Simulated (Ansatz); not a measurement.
`N[SiH2]C(Cl)Cl` + `[F][AlH][F]` → `[SiH3]C(Cl)Cl` + `[NH2][Al]([F])[F]`  (redistribution)

Calculated with Ansatz (gas phase, PBE0-D4/def2-TZVP geometries, no zero-point term in ΔE). CBS: MP2 limit from def2 TZ/QZ plus the TZ coupled-cluster correction, frozen cores. This one scheme is used for every species. Functionals use def2-TZVPP. B3LYP here is the variant with VWN-RPA as its local correlation; programs differ in this. One conformer a species, not always the lowest.

`N[SiH2]C(Cl)Cl`:

```xyz
10

N     1.382   -0.093   -1.079
Si    0.261    0.695   -0.065
C    -0.970   -0.472    0.799
Cl   -2.074    0.508    1.787
Cl   -1.849   -1.412   -0.430
H     1.093   -0.554   -1.927
H     2.240   -0.474   -0.719
H     1.017    1.379    1.012
H    -0.591    1.620   -0.846
H    -0.510   -1.196    1.468
```

`[F][AlH][F]`:

```xyz
4

F    -1.261   -0.845   -0.572
Al    0.005    0.002    0.032
F     1.018    0.731   -1.030
H     0.238    0.112    1.570
```

`[SiH3]C(Cl)Cl`:

```xyz
8

Si    0.385    0.839    0.330
C    -0.252   -0.855   -0.241
Cl   -0.228   -0.926   -2.015
Cl   -1.887   -1.117    0.403
H     0.390    0.858    1.814
H     1.763    1.018   -0.190
H    -0.527    1.870   -0.212
H     0.356   -1.686    0.111
```

`[NH2][Al]([F])[F]`:

Z-matrix (Å, degrees):
```
N
Al 1 1.745
H 1 1.006 2 124.4
H 1 1.006 2 124.5 3 -179.9
F 2 1.640 1 120.7 3 -0.1
F 2 1.640 1 120.7 3 180.0
```

```
             level  ΔE (kcal/mol)
           PBE0-D4           -7.2
            r2SCAN           -8.1
             B3LYP           -8.1
SCS-MP2/def2-TZVPP           -8.0
CCSD(T)/def2-TZVPP           -8.1
     HF/def2-QZVPP           -7.8
SCS-MP2/def2-QZVPP           -7.7
      HF/CBS(def2)           -7.8
```

(1) What does CCSD(T)/CBS give? (Estimate.)

Largest T1 diagnostic among the species: 0.013.

Answers

(1) Computed: -7.7 kcal/mol. The listed levels differ from it by 0.5, -0.4, -0.4, -0.3, -0.4, -0.1, 0.0, -0.1 kcal/mol.
